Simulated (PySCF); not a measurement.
acetate (C2H3O2), SMILES CC(=O)[O-], charge -1.

Coordinates come from a PBE0-D3(BJ)/def2-SVPD optimisation.

Calculation: PBE/def2-TZVPD (PySCF).

Gas-phase values at a fixed geometry. A positive occupied level means that this level leaves the electron formally unbound; only the finite basis holds it.

The total energy is -228.36970 hartree and the highest occupied level comes out as 0.41 eV. The lowest empty level is 3.62 eV. The orbital gap is 3.21 eV, the dipole moment about the centre of nuclear charge comes out as 3.39 D and the mean static polarisability is 52.3 bohr³ (7.75 Å³). The polarisability, principal values comes out as 36.6, 55.8, 64.4 bohr³.
